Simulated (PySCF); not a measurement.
Species: C5H14BN.
SMILES with atom numbers: `[CH3:1][CH2:2][CH2:3][BH:4][N:5]([CH3:6])[CH3:7]` (hydrogens: H8, H9, H10 on C1; H11, H12 on C2; H13, H14 on C3; H15 on B4; H16, H17, H18 on C6; H19, H20, H21 on C7)

Cartesian coordinates in Å at the PBE0-D3(BJ)/def2-SVP level; atoms count from 1:
```xyz
21
C5H14BN angstrom
C      3.2162    0.5603    0.4979
C      1.8891    0.3159   -0.2045
C      0.8166   -0.3016    0.7023
B     -0.5081   -0.6259   -0.0989
N     -1.5647    0.2781   -0.2669
C     -2.7373   -0.0387   -1.0474
C     -1.5945    1.6137    0.2784
H      3.0929    1.2425    1.3549
H      3.6378   -0.3804    0.8876
H      3.9622    1.0058   -0.1788
H      1.5141    1.2682   -0.6206
H      2.0520   -0.3392   -1.0786
H      0.6386    0.3721    1.5600
H      1.2148   -1.2375    1.1318
H     -0.6318   -1.6968   -0.6609
H     -2.6611   -1.0603   -1.4394
H     -2.8523    0.6564   -1.8991
H     -3.6561    0.0361   -0.4376
H     -1.6469    2.3703   -0.5253
H     -0.6962    1.8117    0.8752
H     -2.4786    1.7617    0.9246
```

Computed, not measured: PySCF 2.14.0, density-fitted response routines, TDDFT wB97X-D/def2-SVPD, vertical, gas phase, core orbitals frozen in the response.

Ground-to-excited transition dipoles (e·a0, same axes as the geometry; the sign carries no meaning), for the states with f of 0.002 or more among the lowest 7:

| state | E (eV) | μx | μy | μz |
| --- | --- | --- | --- | --- |
| S1 | 7.007 | 0.635 | -0.488 | 0.267 |
| S2 | 7.027 | -0.879 | 0.480 | -0.042 |
| S3 | 7.145 | 0.191 | -0.153 | -0.065 |
| S4 | 8.125 | 0.167 | -0.053 | -0.104 |
| S5 | 8.232 | -0.236 | -0.154 | 0.313 |
| S6 | 8.354 | 0.054 | -0.179 | -0.094 |
| S7 | 8.401 | -0.131 | 0.028 | 0.105 |

(1) Work out the oscillator strengths.

(2) Which bond between heavy atoms lies closest to the direction of the S2 transition dipole?

(3) What angle do the transition dipoles of S2 and S3 make?

(4) How is the summed strength of these states shared among x, y and z?

(5) What peak molar absorption coefficient would the strongest computed level give as a lone Gaussian band 0.5 eV wide at half height?

Answers

(1) f = (2/3) ΔE |μ|² with ΔE in hartree (27.2114 eV).

```csv
state,|μ|² (au),|μ| (D),f
S1,0.712,2.15,0.122
S2,1.005,2.55,0.173
S3,0.064,0.64,0.011
S4,0.041,0.52,0.008
S5,0.178,1.07,0.036
S6,0.044,0.53,0.009
S7,0.029,0.43,0.006
```

(2) B4–N5, at 13° from it; next C1–C2 at 45°.

(3) |cos θ| = |μa·μb| / (|μa| |μb|) = 0.94, so θ ≈ 20° (taken between 0 and 90°, since the signs are arbitrary).

(4) (2/3) Σ ΔE μα² gives 0.229 for x, 0.097 for y and 0.039 for z, 0.365 in all.

(5) ε(max) = 2.175×10⁸ f / FWHM, with the width in cm⁻¹. S2: 2.175×10⁸ × 0.1730 / 4033 ≈ 9300 L mol⁻¹ cm⁻¹.

All these states lie below the vertical ionisation energy of 9.14 eV (ΔSCF).

One conformer stands for the species.

Without π bonds the low states may be Rydberg-like; a valence basis with one diffuse set may place them up to an eV too high.
